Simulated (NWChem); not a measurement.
Species: BaF₂; SMILES [F][Ba][F]

Computed with NWChem. Geometry: optimised at PBE-D3(BJ)/def2-SVP. def2 effective core potentials on Ba; no spin-orbit coupling. Vertical excitations in the gas phase; the lowest state need not have the same character in each row.

Problem. Among these, which level gives the highest value of “lowest excitation, singlet (eV)”?
(A) PBE/def2-SVP, full TDDFT
(B) PBE0/def2-SVP, full TDDFT
(C) Hartree-Fock/def2-SVP, TDHF
(D) B3LYP/def2-SVP, full TDDFT

Solution. C, Hartree-Fock/def2-SVP, TDHF. Values: PBE/def2-SVP, full TDDFT 3.99; B3LYP/def2-SVP, full TDDFT 4.84; PBE0/def2-SVP, full TDDFT 5.21; Hartree-Fock/def2-SVP, TDHF 8.24
